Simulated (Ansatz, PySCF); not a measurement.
Si(H)(F)(Br)(vinyl) (C₂H₄BrFSi), SMILES C=C[SiH](F)Br. Atoms are numbered in the order given.

```xyz
9

Si    -0.3440     0.2951     0.7293
F      0.8487     1.2275     1.3228
Br     0.5659    -1.3014    -0.5361
C     -1.4377     1.3737    -0.3020
C     -1.2090     2.6882    -0.4307
H     -1.0105    -0.3703     1.8713
H     -2.2877     0.9205    -0.8275
H     -0.3663     3.1744     0.0720
H     -1.8490     3.3314    -1.0445
```

Geometry: B3LYP-D3(BJ)/def2-SVP. The structure was generated by enumeration, and PubChem lists no compound with its InChIKey, so it may never have been made. Other conformers were not sampled.

Two levels are set side by side: PBE-D3(BJ)/def2-SVP (Ansatz, a first-principles code) and B3LYP-D3(BJ)/def2-SVP (Ansatz). Each level has its own optimised geometry; the coordinates shown are those of the second. Frequencies come from the Hessian of PySCF at each geometry. Differences are taken from unrounded values.

```tsv
quantity	B3LYP-D3(BJ)	PBE-D3(BJ)	PBE-D3(BJ) minus B3LYP-D3(BJ)
mean bond length (Å)	1.477	1.486	0.009
bond Si1–F2 (Å)	1.626	1.638	0.012
bond Si1–Br3 (Å)	2.231	2.234	0.003
bond Si1–C4 (Å)	1.850	1.857	0.007
bond C4–C5 (Å)	1.340	1.349	0.008
bond Si1–H6 (Å)	1.480	1.495	0.015
bond C4–H7 (Å)	1.097	1.105	0.008
bond C5–H8 (Å)	1.095	1.103	0.008
bond C5–H9 (Å)	1.096	1.104	0.008
highest harmonic wavenumber (cm⁻¹)	3219	3156	-63
mean harmonic wavenumber (cm⁻¹)	1162	1129	-34
zero-point energy (kcal/mol)	34.89	33.88	-1.01
```

GGA bonds tend to be longer and softer than those of functionals with exact exchange. Differences between two approximate levels are no errors against the true value.
